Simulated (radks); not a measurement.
The numbers below are computed, except where a source is named.
Polarisability of the sulfur ion S5+, [Ne] 3s1, at imaginary frequency. Level of theory: scalar-relativistic Kohn-Sham, LB94 model potential, spin-polarised, spherical densities, finite nucleus; open shells are filled with parallel spins first; Fermi nuclear charge, rms radius 3.2611 fm (a radial shooting solver on a logarithmic mesh with Libxc functionals). Response by self-consistent Sternheimer equations with the Hartree and adiabatic LDA kernel, the relativistic mass of each level held fixed and spin-orbit coupling left out.

| w (hartree) | alpha1(iw) (bohr^3) | alpha2(iw) (bohr^5) |
|---|---|---|
| 0.00266 | 2.494 | 2.459 |
| 0.0143 | 2.492 | 2.459 |
| 0.0360 | 2.482 | 2.457 |
| 0.0697 | 2.450 | 2.450 |
| 0.118 | 2.372 | 2.434 |
| 0.186 | 2.213 | 2.397 |
| 0.280 | 1.938 | 2.322 |
| 0.413 | 1.546 | 2.180 |
| 0.605 | 1.097 | 1.934 |
| 0.892 | 0.6938 | 1.560 |
| 1.35 | 0.4024 | 1.093 |
| 2.12 | 0.2240 | 0.6372 |
| 3.59 | 0.1240 | 0.2982 |
| 6.94 | 0.06404 | 0.1051 |
| 17.5 | 0.02005 | 0.02220 |

Static values: alpha1 = 2.494 bohr^3 (0.3696 angstrom^3; uncoupled 2.968), alpha2 = 2.459 bohr^5, alpha3 = 4.667 bohr^7. C6 = 2.596, C8 = 17.82, triple-dipole C9 = 4.652 atomic units. One-pole (London) frequency 4 C6 / (3 alpha1^2) = 0.556 hartree, against 3.300 for minus the highest occupied eigenvalue.
